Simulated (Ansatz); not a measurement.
Computed with Ansatz on PBE0-D4/def2-TZVP structures; ΔE is electronic, products minus reactants. CCSD(T)/CBS is the MP2 limit (def2-TZVPP, def2-QZVPP) plus CCSD(T) − MP2 in def2-TZVPP, frozen cores. This one scheme is used for every species. Functionals use def2-TZVPP. For Br outer-core shells are correlated without core-valence functions, which leaves a few kJ/mol of doubt a bond. Scalar relativity is left out up to krypton. Each species was taken in one conformer, which may not be the lowest.

Consider the substitution at a C–C bond: `C=CC(Cl)Br` + `C#CCO` → `C#CCOC=C` + `ClCBr`.

`C=CC(Cl)Br`:

Z-matrix (Å, degrees):
```
C
C 1 1.479
Br 1 1.953 2 109.9
Cl 1 1.772 2 111.0 3 -122.2
H 1 1.086 2 112.7 3 117.2
C 2 1.324 1 122.4 3 -116.3
H 2 1.085 1 115.8 3 63.9
H 6 1.083 2 121.2 1 -179.9
H 6 1.085 2 121.6 1 0.2
```

`C#CCO`:

Cartesian coordinates in Å:
```
C -1.483 -1.098 -0.313
C -0.429 -0.545 -0.159
C 0.831 0.154 0.062
O 0.713 1.557 -0.005
H -2.415 -1.591 -0.461
H 1.250 -0.168 1.026
H 1.549 -0.131 -0.711
H -0.016 1.823 0.561
```

`C#CCOC=C`:

```xyz
12

C     0.527   -2.853   -1.369
C     0.379   -1.732   -0.970
C     0.215   -0.363   -0.523
O    -0.340   -0.352    0.776
C    -0.544    0.866    1.313
C    -0.289    2.055    0.775
H     0.656   -3.851   -1.716
H     1.187    0.149   -0.519
H    -0.442    0.181   -1.215
H    -0.970    0.765    2.305
H    -0.517    2.941    1.351
H     0.136    2.194   -0.209
```

`ClCBr`:

```xyz
5

Cl    0.004   -0.157   -1.697
C    -0.062   -0.143    0.057
Br    0.593    1.498    0.833
H     0.560   -0.946    0.437
H    -1.095   -0.253    0.369
```

(1) Is it downhill or uphill in electronic energy at CCSD(T)/CBS, and by how much? (An estimate is asked.)

(2) What do these levels give: revPBE-D4, revPBE, r2SCAN0, SCS-MP2/def2-TZVPP, SCS-MP2/def2-QZVPP, HF/CBS(def2)? (An estimate is asked.)

Largest T1 diagnostic among the species: 0.013.

Results:

(1) The calculation gave: Uphill: ΔE = +0.31 eV.

(2) Ansatz gave: revPBE-D4 0.24, revPBE 0.21, r2SCAN0 0.22, SCS-MP2/def2-TZVPP 0.31, SCS-MP2/def2-QZVPP 0.33, HF/CBS(def2) 0.19 eV.

The D4 term adds +0.04 eV with B3LYP and +0.02 eV with PBE0; it sums over pairs of atoms, weighted by their polarisabilities, and B3LYP, whose exchange is more repulsive, gets the larger term. At CCSD(T), def2-SVP lies −0.07 eV from the extrapolated value and def2-TZVPP −0.02 eV.

B3LYP here is the variant with VWN-RPA as its local correlation; programs differ in this.
